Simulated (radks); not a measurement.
Values are calculated unless marked as measured or tabulated.
Problem. All-electron atom: Cl in [Ne] 3s2 3p5. Code: a radial shooting solver on a logarithmic mesh with Libxc functionals. Model: scalar-relativistic Kohn-Sham, LB94 model potential, spin-polarised, spherical densities, finite nucleus; open shells are filled with parallel spins first; Fermi nuclear charge, rms radius 3.3654 fm. Some entries of the table are withheld. Estimate them.

orbital  occ.  eigenvalue (hartree)  <r> (bohr)  <1/r> (bohr^-1)
1s down     1             -102.9406     0.09063            16.71
1s up       1             -102.9388     0.09063            16.71
2s up       1              -9.85864      0.4430            3.302
2s down     1              -9.85602      0.4434            3.299
2p up       3              -7.62819      0.4039            3.228
2p down     3              -7.62402      0.4043            3.225
3s up       1              -0.94605       1.534              (1)
3s down     1              -0.93090       1.529              (2)
3p up       3              -0.50722       1.833           0.7527
3p down     2              -0.49083       1.832           0.7562

Solution. 
(1) 3s up <1/r> (bohr^-1): 0.9081
(2) 3s down <1/r> (bohr^-1): 0.9138
